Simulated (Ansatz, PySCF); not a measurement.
This PySCF input computes a PBE0/def2-TZVPD energy:

```python
from pyscf import gto, scf, dft

mol = gto.M(
    atom='''
    Ga   -0.00000000   -0.00000000   -0.00000000
    H     0.66578603   -0.43144687    1.35463327
    H    -0.30428838    1.51485735   -0.27760499
    H    -0.36149765   -1.08341048   -1.07702828
    ''',
    basis='def2-tzvpd',
    charge=0,
    spin=0,
    verbose=4,
)

mf = dft.RKS(mol, xc='pbe0').density_fit(auxbasis='def2-universal-jkfit')
mf.grids.level = 3
mf.conv_tol = 1e-9
mf.max_cycle = 100
mf.max_memory = 1500
mf.kernel()
if not mf.converged:
    mf = mf.newton()
    mf.kernel(mf.make_rdm1())
mf.analyze()
```

Question: Write an input for the same energy in Ansatz (a first-principles code) and say what it gives.

Answer: 
Ansatz 0.2 input:
```yaml
crystal:
  periodic: [false, false, false]
  atoms:
    - {symbol: Ga, position_ang: [-0.00000000, -0.00000000, -0.00000000]}
    - {symbol: H, position_ang: [0.66578603, -0.43144687, 1.35463327]}
    - {symbol: H, position_ang: [-0.30428838, 1.51485735, -0.27760499]}
    - {symbol: H, position_ang: [-0.36149765, -1.08341048, -1.07702828]}
basis:
  gaussian:
    orbitals: def2-TZVPD
hamiltonian:
  xc: {name: PBE0}
output: {forces: true}
```
It gives -1926.36086 Eh, and PySCF -1926.36090 Eh, a difference of 0.04 mEh, from the treatment of integrals and grids.
